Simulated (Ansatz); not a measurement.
Calculated with Ansatz (gas phase, PBE0-D4/def2-TZVP geometries, no zero-point term in ΔE). CCSD(T)/CBS adds triple-zeta CCSD(T) − MP2 to the extrapolated MP2 energy (def2 sets, frozen cores). This one scheme is used for every species. Functionals use def2-TZVPP. For Br outer-core shells are correlated without core-valence functions, which leaves a few kJ/mol of doubt a bond. Scalar relativity is left out up to krypton. One conformer a species, not always the lowest.

Consider the cleavage of the Si–Si bond: `N[SiH]([SiH3])Br` + H–F → `N[SiH](F)Br` + SiH₄.

| level | ΔE (kJ/mol) |
| --- | --- |
| r2SCAN-D4 | -150.1 |
| BHLYP-D4 | -158.8 |

Question: What does CCSD(T)/CBS give? (An estimate is asked.)

Answer: Ansatz gave: -147.5 kJ/mol. The listed levels differ from it by -2.6, -11.3 kJ/mol.

Largest T1 diagnostic among the species: 0.011.

From PBE to PBE0 (25 % exact exchange), in def2-TZVPP and without D4, ΔE moves by −5.6 kJ/mol. Leaving LDA and LC-ωPBE aside and taking each functional with its dispersion term where it has one, the values, not all of them listed here, spread over 35.7 kJ/mol, from CAM-B3LYP-D4 to revPBE-D4.
